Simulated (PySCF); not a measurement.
**Spinor energies of Sb(34+) (antimony, charge +34)**

Start: [Ne] 3s2 3p5; 3p1/2 filled at m_j = -1/2, +1/2; 3p3/2 filled at m_j = -1/2, +1/2, +3/2. Calculated with PySCF 2.14 in an uncontracted even-tempered set (19 s from 6.2 bohr⁻², ratio 2.4; 14 p from 8.1 bohr⁻², ratio 2.4; 5 d from 32 bohr⁻², ratio 2.6; 4 f from 48 bohr⁻², ratio 2.6): generalised Hartree-Fock with the X2C-1e Hamiltonian and a Gaussian nucleus; one run each with spin-orbit coupling (SO) switched off, then screened by Boettger's factors.

```json
{"spinor shell": "1s1/2", "electrons": "2", "ε, spin-free (eV)": "-32488.6", "ε, screened SO (eV)": "-32485.0", "weight of nominal j (screened SO)": "1.000", "rms radius, screened SO (bohr)": "0.0325"}
{"spinor shell": "2s1/2", "electrons": "2", "ε, spin-free (eV)": "-6541.0", "ε, screened SO (eV)": "-6539.6", "weight of nominal j (screened SO)": "1.000", "rms radius, screened SO (bohr)": "0.131"}
{"spinor shell": "2p1/2", "electrons": "2", "ε, spin-free (eV)": "-6058.1", "ε, screened SO (eV)": "-6237.4", "weight of nominal j (screened SO)": "1.000", "rms radius, screened SO (bohr)": "0.113"}
{"spinor shell": "3s1/2", "electrons": "2", "ε, spin-free (eV)": "-2447.9", "ε, screened SO (eV)": "-2447.4", "weight of nominal j (screened SO)": "1.000", "rms radius, screened SO (bohr)": "0.320"}
{"spinor shell": "3p1/2", "electrons": "2", "ε, spin-free (eV)": "-2289.5", "ε, screened SO (eV)": "-2330.8", "weight of nominal j (screened SO)": "0.997", "rms radius, screened SO (bohr)": "0.308"}
{"spinor shell": "3p3/2", "electrons": "3", "ε, spin-free (eV)": "-2289.5", "ε, screened SO (eV)": "-2270.3", "weight of nominal j (screened SO)": "0.998", "rms radius, screened SO (bohr)": "0.317"}
```

Q: Where does 2p3/2 lie, and what is the 2p spin-orbit splitting (screened SO)?

A: At -5975.7 eV, 261.68 eV above 2p1/2.

```
   quantity    spin-free  screened SO
E (hartree)  -5578.43560  -5580.80235
        M_J          3/2          3/2
       ⟨J²⟩        3.751        3.751
       ⟨L²⟩        2.001        2.010
       ⟨S²⟩        0.750        0.759
```

Each row is a mean over spinors that exchange with the open shell spreads, by up to 17.882 eV (3s1/2).

Breit and QED terms are absent; they matter most for the inner s and p1/2 levels.

Densities and radii are taken from the X2C orbitals without a picture-change correction, which distorts them close to the nucleus.

Without spin-orbit coupling the j labels of p, d and f shells carry no meaning; the spin-free column gives the mean over the occupied spinors of each nl shell.
